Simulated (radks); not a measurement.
These are the eigenvalues of the occupied orbitals of an atom or ion with whole-number occupations (hartree). Calculated with a radial shooting solver on a logarithmic mesh with Libxc functionals: scalar-relativistic Kohn-Sham, PBE, spin-polarised, spherical densities, finite nucleus; Fermi nuclear charge, rms radius of each element as measured or else 0.836 A^(1/3) + 0.57 fm.

1s down: -932.0696
1s up: -932.0695
2s up: -138.3050
2s down: -138.2900
2p up: -124.1850
2p down: -124.1737
3s up: -26.36637
3s down: -26.35905
3p up: -21.72931
3p down: -21.72088
3d up: -14.41927
3d down: -14.40594
4s up: -4.72646
4s down: -4.66736
4p up: -3.37266
4p down: -3.31158
4d up: -1.42189
4d down: -1.36152
4f up: -0.24023

Which element is it, and in what charge state? The configuration may be excited. Open shells, if any, are filled with parallel spins first.

Answer. Z = 47, silver, charge +2: Ag2+ in [Kr] 4d8 4f1. The list shows which subshells hold electrons but not how many an open one holds; the 1s level, -932.07 hartree, gives Z - s = 43.2 by -(Z - s)^2/2, which with screening and relativity narrows Z to a few neighbours, and the depths of the outer levels then fix element, charge and occupations together.
